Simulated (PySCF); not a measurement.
C₂H₄NO, multiplicity 2. Atoms are numbered in the order given.

```xyz
8

C     -1.4431    -0.2912     0.0727
N     -0.2722    -0.3879    -0.7424
C      0.9345    -0.0495    -0.1804
O      1.0617     0.7697     0.7173
H     -2.1949     0.3400    -0.4335
H     -1.9002    -1.2992     0.1293
H     -1.2492     0.0833     1.0920
H      1.8076    -0.5218    -0.6832
```
Charge 0, spin multiplicity 2.

Coordinates come from a B3LYP-D3(BJ)/def2-SVP optimisation. The isomer is the one that the SMILES or the coordinates give; other isomers of the formula were not compared. One conformer was computed; it need not be the lowest.

Method: PBE0/def2-TZVPD (PySCF).

Mulliken values depend strongly on the basis, most of all with diffuse functions as here. ESP charges are fitted to the potential on shells at 1.4 to 2.0 van der Waals radii. Atomic charges (e):

```csv
atom,ESP fit,Mulliken,meta-Löwdin,Mulliken spin
C1,0.14,-0.56,-0.25,-0.05
N2,-0.46,-0.12,-0.17,0.80
C3,0.64,0.12,0.30,-0.11
O4,-0.47,-0.41,-0.40,0.26
H5,0.06,0.21,0.14,0.04
H6,0.07,0.24,0.15,0.06
H7,0.03,0.27,0.13,0.01
H8,-0.01,0.25,0.09,0.00
```
